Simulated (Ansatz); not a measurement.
Two members of one family (Series SiH3X), computed with Ansatz in the gas phase. The two geometries come from different levels. Binding counts from free atoms in the multiplicity of their measured ground term, without zero-point energy. A dash marks a value that wasn't run or was left out as unsound. The structures are stationary points that may keep the symmetry of their start.

First: Si(NCS)H3 (singlet, charge 0, PBE-D4/def2-SVP geometry).

```xyz
7

Si   -0.557    0.868    0.403
N     0.322   -0.487   -0.229
C     0.925   -1.438   -0.668
S     1.716   -2.683   -1.244
H    -1.618    1.259   -0.583
H     0.397    2.008    0.615
H    -1.185    0.472    1.707
```

```json
{"level": "PBE-D4/def2-SVP", "HOMO (eV)": "-6.26", "LUMO (eV)": "-1.36", "gap (eV)": "4.91", "vertical IE (eV)": "–", "vertical triplet (eV)": "–", "binding per atom (eV)": "3.94"}
{"level": "PBE-D4/def2-TZVP", "HOMO (eV)": "-6.42", "LUMO (eV)": "-1.62", "gap (eV)": "4.79", "vertical IE (eV)": "9.48", "vertical triplet (eV)": "4.36", "binding per atom (eV)": "3.93"}
{"level": "revPBE-D4/def2-TZVP", "HOMO (eV)": "-6.37", "LUMO (eV)": "-1.55", "gap (eV)": "4.82", "vertical IE (eV)": "–", "vertical triplet (eV)": "–", "binding per atom (eV)": "3.83"}
{"level": "r2SCAN-D4/def2-TZVP", "HOMO (eV)": "-6.69", "LUMO (eV)": "-1.44", "gap (eV)": "5.25", "vertical IE (eV)": "9.56", "vertical triplet (eV)": "4.37", "binding per atom (eV)": "3.83"}
{"level": "B97M-V/def2-TZVP", "HOMO (eV)": "-6.73", "LUMO (eV)": "-1.40", "gap (eV)": "5.33", "vertical IE (eV)": "–", "vertical triplet (eV)": "–", "binding per atom (eV)": "3.84"}
```

Second: Si(NH2)H3 (singlet, charge 0, PBE0-D4/def2-TZVP geometry).

```xyz
7

Si   -0.448    0.079    0.478
N     0.592   -0.212   -0.861
H     1.339   -0.882   -0.776
H     0.868    0.554   -1.454
H    -0.901   -1.238    0.997
H    -1.606    0.874   -0.006
H     0.155    0.825    1.623
```

Estimate how these quantities change from the first to the second (second minus first).


```json
{"level": "PBE-D4/def2-SVP", "Δ HOMO (eV)": "0.58", "Δ LUMO (eV)": "1.50", "Δ gap (eV)": "0.91", "Δ vertical IE (eV)": "–", "Δ vertical triplet (eV)": "–", "Δ binding per atom (eV)": "-0.78"}
{"level": "PBE-D4/def2-TZVP", "Δ HOMO (eV)": "0.43", "Δ LUMO (eV)": "1.15", "Δ gap (eV)": "0.72", "Δ vertical IE (eV)": "0.18", "Δ vertical triplet (eV)": "1.18", "Δ binding per atom (eV)": "-0.75"}
{"level": "revPBE-D4/def2-TZVP", "Δ HOMO (eV)": "0.42", "Δ LUMO (eV)": "1.16", "Δ gap (eV)": "0.73", "Δ vertical IE (eV)": "–", "Δ vertical triplet (eV)": "–", "Δ binding per atom (eV)": "-0.70"}
{"level": "r2SCAN-D4/def2-TZVP", "Δ HOMO (eV)": "0.39", "Δ LUMO (eV)": "1.53", "Δ gap (eV)": "1.14", "Δ vertical IE (eV)": "0.13", "Δ vertical triplet (eV)": "1.31", "Δ binding per atom (eV)": "-0.66"}
{"level": "B97M-V/def2-TZVP", "Δ HOMO (eV)": "0.28", "Δ LUMO (eV)": "1.08", "Δ gap (eV)": "0.81", "Δ vertical IE (eV)": "–", "Δ vertical triplet (eV)": "–", "Δ binding per atom (eV)": "-0.65"}
```
